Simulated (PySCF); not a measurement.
SeCl, SMILES Cl[Se], multiplicity 2. Coordinates come from a B3LYP-D3(BJ)/def2-TZVP optimisation. The spin state was assumed, not searched.

All values below come from B3LYP-D3(BJ)/def2-TZVP (PySCF).

Harmonic wavenumbers (cm⁻¹): 432. Rotational constants (GHz): 4.481 (linear); symmetry number 1.

### Question
Work out the zero-point energy and the ideal-gas rigid-rotor harmonic-oscillator thermochemistry at 298.15 K and 1 atm.

### Answer
ZPE = ½ Σ hcν = ½ × 432 cm⁻¹ = 0.62 kcal/mol. H − E(el) = 2.87 kcal/mol. Entropy in cal/(mol K): translation 40.12, rotation 16.36, vibration 0.85, spin 1.38, total 58.71. G − E(el) = -14.64 kcal/mol. Cp = 8.36 cal/(mol K).
